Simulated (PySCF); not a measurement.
**Telling isomers of C$_{4}$H$_{4}$F$_{4}$O apart by NMR**

PySCF 2.14 calculation with σ from GIAO-PBE0/pcSseg-1 and coordinates at the GFN2-xTB level; a single conformation, isolated molecule, equivalent nuclei averaged, non-relativistic.

δ = σ(ref) − σ, references computed at the same level: TMS for $^{1}$H, $^{13}$C. Splittings of carbon signals by F and P are missing where no couplings were computed. Where no couplings were computed, multiplicities follow the n + 1 count of equivalent neighbours, and m marks all less simple cases (inequivalent or close neighbours, rings, F or P nearby). Shifts are as computed. Against solution values, carbons near 30 ppm lie about +3 ppm off and those near 130 ppm about +5 ppm. Of 1211 compounds with measured shifts, 218 miss one by over three times the rms of a fit or turn the order of signals round; such compounds aren't used in these exercises.

(1) Tabulate the signals of `O=C(F)CCC(F)(F)F`, `C=C(OCF)C(F)(F)F` and their relative energies.

(2) What is the quickest way to tell O=C(F)CCC(F)(F)F from C=C(OCF)C(F)(F)F?

Answers

(1) 
| SMILES | carbon types | δC | δH | E rel. (kcal/mol) |
| --- | --- | --- | --- | --- |
| O=C(F)CCC(F)(F)F | 2×C 2×CH2 | 171.7, 135.1, 32.8, 28.8 | 2.80 (m, 2H), 2.53 (m, 2H) | 0.0 |
| C=C(OCF)C(F)(F)F | 2×C 2×CH2 | 156.1, 128.3, 105.2, 92.3 | 5.85 (m, 2H), 5.16 (m, 1H), 4.14 (m, 1H) | 42.5 |

Energies are electronic energies at PBE0/pcSseg-1 on these geometries, without zero-point or thermal terms, each for the one conformer computed, which needn't be the lowest.

(2) Both give the same number of carbon signals, with the same numbers of each carbon type, so the positions decide. The first has an sp3 CH2 α to a carbonyl at 28.8 ppm, the second an sp3 CH2 bonded to F and O at 105.2 ppm. Their most deshielded carbons lie at 171.7 and 156.1 ppm. In the proton spectra the most deshielded non-exchanging signals are 2.80 (m, 2H) and 5.85 (m, 2H).
